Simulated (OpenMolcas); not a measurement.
Sb I: effect of the basis set

```json
{
  "Program": "OpenMolcas 26.06",
  "Method": "CASSCF",
  "Active space": "3 electrons in 3 orbitals (5p)",
  "State averaging": "2S+1 = 4 odd, 1 root; 2S+1 = 2 odd, 8 roots",
  "Spin-orbit coupling": "RASSI with atomic mean-field integrals over the reference wave functions, term energies averaged over their components"
}
```

A. ANO-RCC-VDZP [6s5p3d1f], DKH2, point nucleus; cost about 2.9 core-seconds
B. ANO-R1 [6s5p3d1f], X2C, finite nucleus; cost roughly 2 core-seconds
C. ANO-R2 [7s6p4d2f1g], X2C, finite nucleus; cost of the order of 3 core-seconds
D. ANO-RCC-VTZP [7s6p4d2f1g], DKH2, point nucleus; cost roughly 2.5 core-seconds
E. ANO-RCC-VQZP [8s7p5d3f2g], DKH2, point nucleus; cost about 2.6 core-seconds
F. ANO-R3 [8s7p5d3f2g1h], X2C, finite nucleus; cost roughly 6 core-seconds

Energies in cm⁻¹ above 5s² 5p³ ⁴S°_3/2, the measured ground level; measured values from NIST Handbook of Basic Atomic Spectroscopic Data.

```json
{"Level": "5s² 5p³ ⁴S°_3/2", "A": "0.0", "B": "0.0", "C": "0.0", "D": "0.0", "E": "0.0", "F": "0.0", "Measured": "0.0"}
{"Level": "5s² 5p³ ²D°_3/2", "A": "12439", "B": "12868", "C": "12496", "D": "12475", "E": "12480", "F": "12479", "Measured": "8512"}
{"Level": "5s² 5p³ ²D°_5/2", "A": "13347", "B": "13707", "C": "13448", "D": "13406", "E": "13419", "F": "13394", "Measured": "9854"}
{"Level": "5s² 5p³ ²P°_1/2", "A": "21921", "B": "22588", "C": "22039", "D": "21932", "E": "21952", "F": "21930", "Measured": "16395"}
{"Level": "5s² 5p³ ²P°_3/2", "A": "23190", "B": "23751", "C": "23355", "D": "23220", "E": "23253", "F": "23198", "Measured": "18464"}
```

Deviations, from unrounded energies. A percentage is the sum of absolute deviations over the sum of measured energies, with the sign that they share, or ± where signs differ.

| Against measurement | Levels | A | B | C | D | E | F |
| --- | --- | --- | --- | --- | --- | --- | --- |
| mean absolute deviation (cm-1) | 4 | 4400 | 4900 | 4500 | 4500 | 4500 | 4400 |
| other terms of the ground configuration (%) | 4 | +33.2 | +37.0 | +34.0 | +33.5 | +33.6 | +33.4 |

A, C, D, E, F lie about equally close to measurement and B furthest from it. The largest miss of A in the table is 5s² 5p³ ²P°_1/2, by +5500 cm-1. The ranking rests on the paired levels alone, and a cruder setting can come out closer through cancelling errors.

Among A to F the level of the table that moves most is 5s² 5p³ ²P°_1/2, by 670 cm-1 (lowest in A, highest in B).

With the s shell closed, the reference lacks s² → p² mixing. Measured partners are found by configuration, term and J. A level has none where our copy of the source lacks it or the pairing is in doubt (some pairs that miss far off the trend of their configuration count as doubtful), and it then counts in no deviation. Only configurations of the active space appear.

° marks odd parity.
